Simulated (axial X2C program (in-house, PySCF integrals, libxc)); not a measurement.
## Ionising YS

All values come from calculations with an in-house relativistic program for diatomic molecules, spin-free (one-electron X2C) or two-component (2c: spin–orbit coupling with atomic mean-field Coulomb and Gaunt terms, which also bring small scalar terms), in Dyall basis sets with cores contracted in-house; open shells are unrestricted.

Basis sets: S dyall-av3z, Y dyall-cv3z. Frozen shells (counts by l): YS Y 4s3p1d, S 2s1p, 9 electrons correlated; YS⁺ Y 4s3p1d, S 2s1p, 8 electrons correlated. Coupled cluster in natural virtuals with an MP2 remainder. Where the outer core of a metal is frozen, bonds come out longer and ionisation energies lower.

```json
{"Hamiltonian": "spin-free", "level": "HF", "YS state": "M_S = 1/2, Λ = 0", "Re (Å)": "2.298", "ωe (cm⁻¹)": "507.8", "De (eV)": "3.53"}
{"Hamiltonian": "spin-free", "level": "PBE0", "YS state": "M_S = 1/2, Λ = 0", "Re (Å)": "2.265", "ωe (cm⁻¹)": "502.6", "De (eV)": "5.53"}
{"Hamiltonian": "2c", "level": "HF", "YS state": "Ω = 1/2", "Re (Å)": "2.297", "ωe (cm⁻¹)": "507.8", "De (eV)": "n/a"}
{"Hamiltonian": "2c", "level": "PBE0", "YS state": "Ω = 1/2", "Re (Å)": "2.265", "ωe (cm⁻¹)": "502.6", "De (eV)": "n/a"}
{"Hamiltonian": "2c", "level": "CCSD", "YS state": "Ω = 1/2", "Re (Å)": "2.306", "ωe (cm⁻¹)": "488.4", "De (eV)": "n/a"}
{"Hamiltonian": "2c", "level": "CCSD(T)", "YS state": "Ω = 1/2", "Re (Å)": "2.317", "ωe (cm⁻¹)": "474.8", "De (eV)": "n/a"}
```

Adiabatic ionisation energy (minimum to minimum, no zero-point term) and constants of YS⁺:

```tsv
Hamiltonian	level	YS⁺ state	IE (eV)	Re (Å)	ωe (cm⁻¹)	De (eV)	fragments
spin-free	HF	M_S = 0, Λ = 0	6.12	2.222	568.6	n/a	Y+ + S
spin-free	PBE0	M_S = 0, Λ = 0	6.33	2.210	549.3	n/a	Y+ + S
2c	HF	Ω = 0	6.12	2.222	568.6	n/a	Y+ + S
2c	PBE0	Ω = 0	6.33	2.209	549.4	n/a	Y+ + S
2c	CCSD	Ω = 0	6.19	2.245	534.0	n/a	Y+ + S
2c	CCSD(T)	Ω = 0	6.16	2.263	508.7	n/a	Y+ + S
```

Q: Add the zero-point terms to the ionisation energy at CCSD(T), 2c, and say whether the electron removed was bonding.

A: IE0 = IE + (ωe⁺ − ωe)/2 = 6.16 + (0.002) = 6.16 eV. Re changes by -0.054 Å, so the bond shortens, as on loss of an antibonding or a polarising non-bonding electron.

Each entry is the lowest single determinant of a limited PBE0 search at one distance. De goes to single-determinant-based atoms at the same level (for ions the charge split of lowest energy) and is withheld (n/a) where an atom does not fit its ground term or J level. Main or longest-lived isotopes. The functionals have no current term, which raises determinants with orbital currents.
